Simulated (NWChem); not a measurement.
System: C2H7GeN; SMILES C=[CH][GeH2][NH2]

Input file for NWChem:

```
start job
memory heap 200 mb stack 900 mb global 1100 mb
geometry units angstroms noautosym nocenter noautoz
  Ge     0.343615     0.423594     0.015481
  N     -0.967124     1.749406     0.107733
  C     -0.277427    -1.359307    -0.505308
  C     -0.239905    -2.409706     0.321558
  H      1.378919     0.951900    -1.009180
  H      0.959369     0.306296     1.431711
  H     -1.734891     1.486601     0.722381
  H     -1.364342     1.959467    -0.805572
  H     -0.677726    -1.498699    -1.511038
  H      0.149316    -2.331213     1.335819
  H     -0.589413    -3.399313     0.027375
end
basis spherical
  * library def2-svp
end
dft
  xc b3lyp
  iterations 150
end
property
  efieldgrad
end
task dft property
```

Coordinates come from a B3LYP/6-31G* (spherical d) optimisation. B3LYP is NWChem's, with the RPA form of VWN correlation.

Vzz is the largest principal value of the second derivative of the potential at the nucleus (NWChem prints the opposite sign); η is the asymmetry. Non-relativistic.

Atoms are numbered as in the input.

Problem. Predict the main results of this run. (B3LYP/def2-SVP.) Quantities: Vzz Ge1 (a.u.); η Ge1; Vzz N2 (a.u.); η N2.

Solution. 
- Vzz Ge1 (a.u.) = 0.489
- η Ge1 = 0.45
- Vzz N2 (a.u.) = -0.863
- η N2 = 0.22
